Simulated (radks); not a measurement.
Spherical quantum dot in the effective-mass picture: electrons in a hard-walled sphere of unknown radius, all in effective atomic units (hartree* = m*/eps^2 hartree, bohr* = eps/m* bohr), one dielectric constant everywhere. Method: non-relativistic Kohn-Sham, PBEsol, spin-polarised, spherical densities; computed with a radial shooting solver with Libxc functionals. Levels are named by radial order and angular momentum (1s, 1p, 1d, 2s, ...), and open shells are averaged over m. Each electron was tried in the lowest free levels, single moves between levels near the top were tried too, and the lowest total energy was kept; such a search can miss a lower state. The values of mu = E(N) - E(N-1) (hartree*) for N = 2 to 12 are 1.5232, 2.8314, 3.3514, 3.8864, 4.5816, 5.0891, 5.6106, 7.0745, 7.5789, 8.0866, 8.5962. Estimate radius.

Answer. radius = 2.43 (effective atomic units). The first electron has mu near pi^2/(2 R^2) without a central charge, and the charging energy goes as 1/R.
